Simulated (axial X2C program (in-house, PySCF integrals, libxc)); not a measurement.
# OTiO⁺: properties at the nuclei

Calculated with an in-house all-electron X2C program for linear molecules (integrals from PySCF): two-component X2C with atomic mean-field Coulomb and Gaunt terms, Gaussian nuclei, basis O dyall-av3z, Ti dyall-v3z with contracted cores.

O–Ti–O held linear, with bonds 1.649 and 1.649 Å (near the PBE0 minimum at charge 1 of the determinant lowest at the starting distance; the state shown can have its own minimum elsewhere, held linear; other orders of the atoms were not compared).

Determinant lowest in the PBE0 search, Ω = 1/2 (⟨Sz⟩ = 0.50, ⟨Lz⟩ = 0.00 at PBE0), spin on the atoms O 0.32, Ti -0.13, O 0.32:

```tsv
level	A∥/gI O (MHz)	qzz O (a.u.)	A∥/gI Ti (MHz)	qzz Ti (a.u.)
PBE0	251	1.11	493	-3.20
HF	355	1.87	855	-3.53
TPSSh	239	1.02	442	-3.26
```

Determinant 1.28 eV from it at PBE0 and this distance, Ω = 3/2 (⟨Sz⟩ = 0.50, ⟨Lz⟩ = 1.00 at PBE0), spin on the atoms O 0.35, Ti -0.19, O 0.35:

```tsv
level	A∥/gI O (MHz)	qzz O (a.u.)	A∥/gI Ti (MHz)	qzz Ti (a.u.)
PBE0	117	-1.93	37.5	-5.96
HF	169	-2.21	-14.3	-5.90
TPSSh	101	-1.94	44.2	-5.95
```

A∥ (defined per Ω) follows by multiplying with gI = μI/(I μN); qzz is the electric field gradient, eQq0 = 234.96 MHz × Q/barn × qzz. The operators were transformed with the bare-nucleus X2C matrices; with these basis sets, hyperfine constants and field gradients can be off by tens of per cent, and where levels differ in sign neither size nor sign is settled.

(1) With gI(17O) = -0.7575, Q(17O) = -0.02558 barn, gI(47Ti) = -0.3154, Q(47Ti) = 0.302 barn (g factors from the IAEA table of nuclear moments by Stone; Q from Pyykkö, Mol. Phys. 2018), turn the PBE0 values of the first state into constants in MHz.

The molecule was held linear; bending was not examined, so a bent shape may lie lower.

Each state is one determinant with collinear spin. Unrestricted Hartree–Fock can overshoot spin polarisation at the nuclei. The search compared states at one distance, so a state with another bond length can lie lower. PBE0 term energies can be off by some tenths of an eV.

## Answers

(1) A∥(17O) = 251 × -0.7575 = -190 MHz; eQq0(17O) = 234.96 × (-0.02558) × (1.11) = -6.67 MHz; A∥(47Ti) = 493 × -0.3154 = -155 MHz; eQq0(47Ti) = 234.96 × (0.302) × (-3.20) = -227 MHz.
